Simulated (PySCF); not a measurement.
PySCF input file for Al(Cl)2(OMe) (CH₃AlCl₂O), SMILES [Al]([Cl])([Cl])[O]C, HF/pcSseg-1. Geometry: PBE0-D3(BJ)/def2-SVP. The structure was generated by enumeration; whether it is a known compound was not checked. The values are those of a single conformer.

```python
import numpy as np
from pyscf import gto, scf, dft
from pyscf.prop.nmr import rhf as nmr

mol = gto.M(
    atom='''
    Al    0.09199540    0.10090517   -0.03271973
    Cl    1.40675552    1.67399659   -0.37642536
    Cl   -1.16610305    0.13201848    1.63261527
    O     0.06543302   -1.17957560   -1.11127699
    C    -0.58584906   -2.39268068   -1.31501621
    H    -1.11229549   -2.38617795   -2.28452389
    H     0.14432544   -3.21936338   -1.33809309
    H    -1.32743179   -2.61579310   -0.52694212
    ''',
    basis='pcSseg-1',
    charge=0,
    spin=0,
    max_memory=1600,
    verbose=3,
)
mf = scf.RHF(mol)
mf.conv_tol = 1e-10
mf.max_cycle = 100
mf.kernel()
n = nmr.NMR(mf)
n.verbose = 2
n.max_cycle_cphf = 60
sigma = n.kernel()
print('atom   isotropic/ppm   span/ppm')
for i, s in enumerate(sigma):
    w = np.linalg.eigvalsh((s + s.T) / 2)
    print(f'{mol.atom_symbol(i):2s}{i + 1:3d} {w.mean():14.3f} {w[2] - w[0]:11.3f}')
```

It prints:

```
converged SCF energy = -1275.50625410891
atom   isotropic/ppm   span/ppm
Al  1        482.323     106.877
Cl  2       1028.281     142.276
Cl  3       1024.704     142.697
O   4        332.841     107.246
C   5        141.782      70.608
H   6         28.041      11.606
H   7         28.039      11.611
H   8         28.121      11.114
```

Self-consistency was reached.

Cost: roughly 21 core-seconds.
